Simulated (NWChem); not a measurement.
Species: C3H4O2; SMILES C1=COCO1

```xyz
9

C     -0.6652    -0.0480    -0.9758
C      0.6652    -0.0480    -0.9758
O      1.1507     0.0747     0.3197
C      0.0000    -0.1144     1.1432
O     -1.1507     0.0747     0.3197
H     -1.3948    -0.0852    -1.7690
H      1.3948    -0.0852    -1.7690
H      0.0000     0.6200     1.9534
H      0.0000    -1.1427     1.5447
```
Atoms are numbered in this order, from 1.

Computed with NWChem. All runs use the structure optimised with B3LYP/6-31G* (spherical d). Level: M06-2X/def2-SVP with COSMO at NWChem's default radii, gas-phase geometry; rows give the dielectric constant.

```tsv
dielectric constant	electrostatic solvation energy (kcal/mol)	dipole in solution (D)
1.5	-1.5	0.75
2.0	-2.4	0.78
2.4	-2.8	0.79
7.6	-4.2	0.84
37.5	-4.8	0.86
```
